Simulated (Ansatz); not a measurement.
One change: `OB(O)Br` becomes `COB(O)Br`.

Ansatz, PBE0-D4/def2-TZVP geometries, multiplicity 1. Each molecule was computed in one conformer, which needn't be the lowest.

Scalar relativity is left out up to krypton.

```json
{"property": "zero-point energy (PBE0-D4/def2-TZVP) / kJ/mol", "`OB(O)Br`": "91.8"}
{"property": "HOMO energy (PBE/def2-TZVPP) / eV", "`OB(O)Br`": "-7.09"}
{"property": "HOMO energy (PBE0/def2-TZVPP) / eV", "`OB(O)Br`": "-8.43"}
{"property": "size of the dipole moment (ωB97M-V/def2-TZVPP) / D", "`OB(O)Br`": "2.04"}
{"property": "HOMO–LUMO gap (ωB97M-V/def2-TZVPP) / eV", "`OB(O)Br`": "12.55"}
{"property": "HOMO–LUMO gap (PBE0/def2-TZVPP) / eV", "`OB(O)Br`": "8.90"}
```

(1) Give the same properties after the change, and the shifts. (An estimate is asked.)

## Answers

(1) Computed: 
```json
{"property": "zero-point energy (PBE0-D4/def2-TZVP) / kJ/mol", "`COB(O)Br`": "165.5", "shift": "73.7"}
{"property": "HOMO energy (PBE/def2-TZVPP) / eV", "`COB(O)Br`": "-7.13", "shift": "-0.04"}
{"property": "HOMO energy (PBE0/def2-TZVPP) / eV", "`COB(O)Br`": "-8.49", "shift": "-0.06"}
{"property": "size of the dipole moment (ωB97M-V/def2-TZVPP) / D", "`COB(O)Br`": "0.77", "shift": "-1.27"}
{"property": "HOMO–LUMO gap (ωB97M-V/def2-TZVPP) / eV", "`COB(O)Br`": "12.87", "shift": "0.32"}
{"property": "HOMO–LUMO gap (PBE0/def2-TZVPP) / eV", "`COB(O)Br`": "9.23", "shift": "0.33"}
```

With PBE0 the HOMO falls by 0.06 eV and the LUMO rises by 0.28 eV, so the gap widens by about 0.34 eV. PBE moves the HOMO by -0.04 eV and ωB97M-V by -0.06 eV. The zero-point energy changes by 73.7 kJ/mol with +9 modes. Dipoles are sizes alone; their direction can turn.

Spin–orbit coupling is left out; it splits and shifts lone-pair levels of the heavy atoms by tenths of an eV.
